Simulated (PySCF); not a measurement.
Molecule: `C(C)[C@](C)(F)C(C)=S`, C₆H₁₁FS.

Geometry (Å), atoms numbered from 1 in this order:
```xyz
19

C     1.5803   -0.7901   -1.2046
C     1.2359    0.5234   -0.5127
C     0.0707    0.3771    0.4777
C    -0.2220    1.6983    1.1903
F     0.4575   -0.5406    1.4543
C    -1.1716   -0.1379   -0.2062
C    -1.7299   -1.4291    0.2614
S    -1.8535    0.7218   -1.4030
H     1.8018   -1.5592   -0.4681
H     2.4542   -0.6575   -1.8370
H     0.7541   -1.1269   -1.8275
H     0.9561    1.2756   -1.2504
H     2.1032    0.8832    0.0437
H     0.6779    2.0529    1.6865
H    -0.9993    1.5506    1.9369
H    -0.5565    2.4379    0.4694
H    -0.9822   -2.2161    0.1523
H    -2.6254   -1.6881   -0.2966
H    -1.9611   -1.3660    1.3260
```

Frames of a GFN2-xTB Langevin trajectory at 400 K; GIAO PBE0/pcSseg-1 shieldings in PySCF 2.14, gas phase, non-relativistic; equivalent atoms averaged within each frame.

Referencing at the same level of theory: $^{13}$C (σ = 186.93 ppm), $^{1}$H (σ = 31.72 ppm) vs TMS; $^{19}$F (σ = 170.95 ppm) vs CFCl3; $^{33}$S (σ = 503.73 ppm) against CS2. The references are static minima.

Problem. How do the shifts (ppm) fluctuate along the trajectory?

Solution. 
```csv
time (fs),C6,C3,C7,C2,C4,C1,F5,S8,H17/H18/H19,H13
250,293.9,115.9,38.6,34.5,29.9,11.4,-153.7,1063,2.92,2.62
425,289.5,113.8,41.8,37.1,43.4,0.4,-164.2,984,2.83,1.81
625,273.5,115.2,41.8,38.4,32.5,8.5,-152.4,871,2.76,0.70
800,291.5,115.3,43.9,36.8,43.6,5.7,-172.0,942,3.71,1.88
1000,282.5,116.5,42.1,40.5,23.0,9.7,-156.6,965,3.76,3.11
mean of frames,286.2,115.4,41.6,37.4,34.5,7.1,-159.8,965,3.19,2.02
standard deviation,8.3,1.0,1.9,2.2,9.0,4.3,8.2,70,0.49,0.91
```

5 frames give an uncertainty of the mean of about the standard deviation over 2.2 at best, since frames this close in time may not be independent; classical motion lacks zero-point vibration, and the reference would need the same averaging.
